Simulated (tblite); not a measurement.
Compound: C5H12N2O2Si.
Geometry (GFN2-xTB, Å), atoms numbered from 1 in this order:
```
atom  x, y, z in Å
C1    -2.924    1.381   -0.301
O2    -2.307    0.131   -0.116
Si3   -1.033   -0.229    0.798
N4    -0.761   -1.917    0.859
C5     0.421   -2.355    0.152
C6     1.369   -1.153    0.069
N7     0.546    0.027    0.069
C8     0.927    1.272   -0.259
C9     2.328    1.479   -0.780
O10    0.127    2.186   -0.130
H11   -2.174    2.164   -0.400
H12   -3.566    1.602    0.554
H13   -3.530    1.321   -1.205
H14   -1.051    0.369    2.128
H15   -1.479   -2.613    0.944
H16    0.900   -3.182    0.688
H17    0.173   -2.704   -0.859
H18    1.987   -1.210   -0.831
H19    2.029   -1.139    0.945
H20    2.469    0.928   -1.709
H21    3.053    1.123   -0.051
H22    2.485    2.538   -0.965
```

Method: GFN2-xTB as coded in tblite; computed harmonic values from a numerical Hessian at the method's own geometry, unscaled. Against measured fundamentals such values can be off by several per cent, at times by over 20. Modes of hydrogen on silicon can be 10 to 20 % off. One conformer, not necessarily the lowest.

Harmonic wavenumbers (cm⁻¹): 61.5, 83.8, 104.5, 127.7, 139.7, 142.0, 158.0, 166.4, 199.9, 268.6, 275.9, 327.2, 374.5, 448.2, 556.6, 560.1, 600.4, 651.5, 667.3, 735.4, 796.1, 860.7, 892.6, 956.1, 995.8, 998.9, 1035.6, 1079.9, 1129.9, 1136.2, 1140.7, 1155.8, 1175.5, 1185.9, 1220.0, 1264.0, 1317.4, 1366.1, 1370.5, 1406.0, 1417.6, 1458.2, 1467.1, 1468.0, 1477.3, 1479.2, 1499.5, 1691.2, 2310.1, 2862.2, 2896.1, 2923.6, 2954.7, 2965.6, 2993.6, 3001.7, 3019.2, 3025.7, 3060.2, 3522.3.

A = 1368, B = 1205, C = 691.5 MHz; mass 160.067 u (most abundant isotopes); point group C1, symmetry number 1.

**Question.** Zero-point energy?

**Answer.** ½Σν̃ = 38313 cm⁻¹ = 109.54 kcal/mol.

**Question.** Give the ideal-gas entropy at 298.15 K and 1 bar in the rigid-rotor, harmonic-oscillator model (classical rotation).

**Answer.** Translation 41.15, rotation 30.02, vibration 37.63: S = 108.8 cal/(mol K).

**Question.** And Cp and H(298.15 K) − H(0)?

**Answer.** Cp = 45.45 cal/(mol K), of which vibrations give 37.51 (their classical limit is 60 R = 119.2); H(298.15 K) − H(0) = 8.33 kcal/mol without the zero-point energy, 5.96 from vibrations.

**Question.** What must be added to the electronic energy to get the Gibbs energy at 298.15 K and 1 bar?

**Answer.** ZPE + [H(298.15 K) − H(0)] − T·S = 109.54 + 8.33 − 32.44 = 85.43 kcal/mol.

**Question.** How do the functions run with temperature in this model?

**Answer.** 
```json
{"T (K)": "100", "S (cal/(mol K))": "73.1", "Cp (cal/(mol K))": "23.4", "H − H(0) (kcal/mol)": "1.48", "G − H(0) (kcal/mol)": "-5.83", "ln q(vib)": "1.91"}
{"T (K)": "200", "S (cal/(mol K))": "93.0", "Cp (cal/(mol K))": "34.7", "H − H(0) (kcal/mol)": "4.41", "G − H(0) (kcal/mol)": "-14.19", "ln q(vib)": "5.49"}
{"T (K)": "300", "S (cal/(mol K))": "109.1", "Cp (cal/(mol K))": "45.7", "H − H(0) (kcal/mol)": "8.42", "G − H(0) (kcal/mol)": "-24.31", "ln q(vib)": "8.94"}
{"T (K)": "500", "S (cal/(mol K))": "137.5", "Cp (cal/(mol K))": "66.4", "H − H(0) (kcal/mol)": "19.70", "G − H(0) (kcal/mol)": "-49.03", "ln q(vib)": "15.46"}
{"T (K)": "800", "S (cal/(mol K))": "173.6", "Cp (cal/(mol K))": "87.1", "H − H(0) (kcal/mol)": "42.99", "G − H(0) (kcal/mol)": "-95.87", "ln q(vib)": "24.54"}
{"T (K)": "1000", "S (cal/(mol K))": "194.0", "Cp (cal/(mol K))": "96.0", "H − H(0) (kcal/mol)": "61.35", "G − H(0) (kcal/mol)": "-132.67", "ln q(vib)": "30.11"}
```

q(vib) and H(0) count from the zero-point level.

**Question.** Blend soft modes into free rotors: weight 1/[1 + (100 cm⁻¹/ν̃)⁴] for the oscillator and the rest for a rotor with moment μB/(μ + B), μ = h/(8π²ν), B = 10⁻⁴⁴ kg m². What vibrational entropy results?

**Answer.** 35.70 cal/(mol K) in place of 37.63, which changes −T·S at 298.15 K by +0.58 kcal/mol.

**Question.** Which modes carry the vibrational entropy at 298.15 K?

**Answer.** 61.5 cm⁻¹: 4.41; 83.8 cm⁻¹: 3.80; 104.5 cm⁻¹: 3.37; 127.7 cm⁻¹: 2.98; 139.7 cm⁻¹: 2.81; 142.0 cm⁻¹: 2.78 cal/(mol K); the other 54 give 17.49 together.

Hindered rotation and anharmonicity are outside this model. Other conformers, if any are populated, would add a mixing term that is left out. The structure is chiral; the term R ln 2 for an equal mix with its mirror image is left out.

On one thread of an Arm Neoverse V1 (shared host), this took 1.1 s. The figure is for the frequency step alone.
